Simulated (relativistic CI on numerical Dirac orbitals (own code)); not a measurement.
**Ba¹³⁺: q coefficients and field-shift factors**

Computed by Dirac-Coulomb-Breit CI, KLI orbitals optimised for each configuration, derivatives by finite differences, unscaled Slater integrals, QED left out (own radial code, finite nucleus).

CI space (outside the closed core [Ar] 3d10): 4s²4p⁶4d⁷, 4s²4p⁵4d⁸, 4s²4p⁶4d⁶4f, 4s²4p⁴4d⁹, 4s4p⁶4d⁸, 4s²4p⁶4d⁶5s, 4p⁶4d⁹, 4s²4p⁶4d⁵5s². Levels of other configurations are missing.

With x = (α/α₀)² − 1 an excitation energy changes as ω = ω₀ + qx; K = 2q/ω₀ is the relative enhancement. Terms are leading LS components, so labels can repeat. The field-shift factor is F = δν/δ⟨r²⟩ for the transition from the lowest level.

Lowest level 4s²4p⁶4d⁷ ⁴F9/2.

```
           Level  ω₀ (cm⁻¹)  q (cm⁻¹)      K  F (GHz/fm²)
 4s²4p⁶4d⁷ ⁴F7/2      18092     20620   2.28        0.275
 4s²4p⁶4d⁷ ²P3/2      21071      1697  0.161      -0.0716
 4s²4p⁶4d⁷ ⁴F5/2      21752     12750   1.17        0.174
 4s²4p⁶4d⁷ ⁴F3/2      32379     21580   1.33        0.271
 4s²4p⁶4d⁷ ⁴P5/2      36436     18350   1.01        0.319
 4s²4p⁶4d⁷ ²G9/2      39547     15810    0.8        0.262
 4s²4p⁶4d⁷ ⁴P1/2      42733     19570  0.916        0.206
 4s²4p⁶4d⁷ ²G7/2      53211     26020  0.978         0.39
4s²4p⁶4d⁷ ²H11/2      54010     18390  0.681        0.387
 4s²4p⁶4d⁷ ⁴P3/2      58105     37740    1.3        0.486
 4s²4p⁶4d⁷ ²D5/2      59030     33350   1.13        0.437
 4s²4p⁶4d⁷ ²P1/2      66940     41900   1.25        0.397
 4s²4p⁶4d⁷ ²H9/2      72832     40080    1.1        0.657
```

At this charge energies of transitions that change n are usually good to better than 1 %, and those within a shell (Δn = 0) to a few per cent. Terms inside the open d or f shell come out 10 to 20 % too wide with unscaled integrals. Levels and lines within the n = 5 or 6 shells can be off by up to 10 % or somewhat more, and those that change n by about 2 %, since core polarisation is missing.
